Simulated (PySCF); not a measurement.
## C7H10O: full NMR table

```yaml
Formula: C7H10O
SMILES: C=C[C@@]12CCC[C@@H]1O2
Point_group_of_the_computed_structure: C1
Degrees_of_unsaturation: 3
Carbon_signals: 7
Proton_signals: 10
```

Atom-mapped SMILES (the numbers label the heavy atoms): `[CH2:1]=[CH:2][C@@:3]12[CH2:4][CH2:5][CH2:6][C@@H:7]1[O:8]2` (H(Xn): hydrogen on atom n). Ha(C1) is cis to C3; Ha(C4), Ha(C5), Ha(C6) are cis to O8 on the ring; Hb(C1) is trans to C3; Hb(C4), Hb(C5), Hb(C6) are trans to O8 on the ring.

- shieldings: GIAO PBE0/pcSseg-1
- geometry from GFN2-xTB
- program: PySCF
- in vacuum, a single conformation, non-relativistic

Chemical shifts δ = σref − σ; 1H (σ = 31.72 ppm), 13C (σ = 186.93 ppm) against TMS; 17O (σ = 336.08 ppm) vs H2O, all at this level.

```tsv
carbon	δC, type	δH (multiplicity)	HMBC from (2–3 bonds)	span of the C tensor (ppm)
C1	121.8, CH2	Hb(C1) 5.54 (m); Ha(C1) 5.65 (m)	H(C2)	222
C2	148.4, CH	6.14 (m)	Ha(C1), Hb(C1), H(C7), Hb(C4), Ha(C4)	221
C3	63.6, C	–	H(C2), Ha(C1), Hb(C1), H(C7), Ha(C6), Hb(C4), Ha(C4), Ha(C5), Hb(C5), Hb(C6)	105
C4	28.8, CH2	Ha(C4) 1.74 (m); Hb(C4) 1.80 (m)	H(C2), H(C7), Ha(C6), Ha(C5), Hb(C5), Hb(C6)	30
C5	22.0, CH2	Ha(C5) 1.68 (m); Hb(C5) 1.47 (m)	H(C7), Ha(C6), Hb(C4), Ha(C4), Hb(C6)	37
C6	31.3, CH2	Hb(C6) 1.45 (m); Ha(C6) 1.99 (m)	H(C7), Hb(C4), Ha(C4), Ha(C5), Hb(C5)	35
C7	62.0, CH	2.92 (m)	H(C2), Ha(C6), Hb(C4), Ha(C4), Ha(C5), Hb(C5), Hb(C6)	84
```

Other nuclei:
| atoms | nucleus | environment | δ (ppm) | σ (ppm) |
| --- | --- | --- | --- | --- |
| O8 | 17O | ether oxygen | 53.0 | 283.0 |

- Carbon types of the structure: 1 × C, 2 × CH, 4 × CH2, which accounts for all hydrogens.
- δC 148.4: alkene CH; an sp2 carbon of a C=C bond.
- δC 121.8: terminal =CH2 carbon; the olefinic region.
- δC 63.6, 62.0: epoxide ring carbon; pulled downfield by the heteroatom.
- δC 31.3, 28.8, 22.0: sp3 CH2 in a ring; a saturated carbon with 2 carbon neighbours and no heteroatom attached.
- δH 2.92: hydrogen on an epoxide ring carbon; its carbon carries O, an electronegative neighbour.

Shifts are as computed. Against solution values, carbons near 30 ppm lie about +3 ppm off and those near 130 ppm about +5 ppm (rms about the fit 2.1 ppm; single classes can miss by 10 ppm). Of 1328 compounds with measured shifts, 309 miss one by over three times the rms of a fit or turn the order of signals round; such compounds aren't used in these exercises. Signals without a measured value on file couldn't be tested in this way; 1H shifts scatter by 0.2 ppm about their fit, and single ones miss by 0.5 ppm. Experimental scales use liquid or dissolved standards, which lie at an offset from isolated H2O (liquid H2O: subtract about 36 ppm). Multiplicities follow the n + 1 count of equivalent neighbours, as no J values were calculated; m marks all less simple cases, F and P coupling included.
